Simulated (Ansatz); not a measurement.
Start from `C=C=C(O)[SiH2]S` and change one atom or group to get `C=C=C(O)CO`.

Ansatz, PBE0-D4/def2-TZVP geometries, multiplicity 1. Each molecule was computed in one conformer, which needn't be the lowest.

```json
{"property": "LUMO energy (PBE0/def2-TZVPP) / eV", "`C=C=C(O)[SiH2]S`": "-0.66"}
{"property": "HOMO–LUMO gap (PBE/def2-TZVPP) / eV", "`C=C=C(O)[SiH2]S`": "4.08"}
{"property": "LUMO energy (ωB97M-V/def2-TZVPP) / eV", "`C=C=C(O)[SiH2]S`": "1.33"}
{"property": "LUMO energy (B3LYP/def2-TZVPP) / eV", "`C=C=C(O)[SiH2]S`": "-0.89"}
{"property": "HOMO energy (PBE0/def2-TZVPP) / eV", "`C=C=C(O)[SiH2]S`": "-6.93"}
{"property": "HOMO–LUMO gap (B3LYP/def2-TZVPP) / eV", "`C=C=C(O)[SiH2]S`": "5.83"}
```

Give the same properties after the change, and the shifts. (Estimate.)

The calculation gave: 
```json
{"property": "LUMO energy (PBE0/def2-TZVPP) / eV", "`C=C=C(O)CO`": "-0.32", "shift": "0.34"}
{"property": "HOMO–LUMO gap (PBE/def2-TZVPP) / eV", "`C=C=C(O)CO`": "4.19", "shift": "0.11"}
{"property": "LUMO energy (ωB97M-V/def2-TZVPP) / eV", "`C=C=C(O)CO`": "1.67", "shift": "0.34"}
{"property": "LUMO energy (B3LYP/def2-TZVPP) / eV", "`C=C=C(O)CO`": "-0.58", "shift": "0.31"}
{"property": "HOMO energy (PBE0/def2-TZVPP) / eV", "`C=C=C(O)CO`": "-6.74", "shift": "0.19"}
{"property": "HOMO–LUMO gap (B3LYP/def2-TZVPP) / eV", "`C=C=C(O)CO`": "5.96", "shift": "0.13"}
```

With PBE0 the HOMO rises by 0.19 eV and the LUMO rises by 0.34 eV, so the gap widens by about 0.15 eV. PBE moves the HOMO by 0.20 eV and ωB97M-V by 0.15 eV.

B3LYP here is the variant with VWN-RPA as its local correlation; programs differ in this.
